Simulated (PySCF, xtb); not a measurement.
Al(F)(Cl)(vinyl) (C₂H₃AlClF), SMILES C=[CH][Al]([F])[Cl].

GFN2-xTB run with xtb at its own geometry gives an orbital gap of 4.20 eV and a dipole moment of 2.55 D.

The structure is a stationary point at PBE0-D3(BJ)/def2-SVP. The values are those of a single conformer.

What does PBE/def2-TZVP (PySCF) give? (The exact figures need the calculation; the answer reports its results.)

gap 5.00 eV (levels -7.42 and -2.42 eV), dipole 2.34 D.
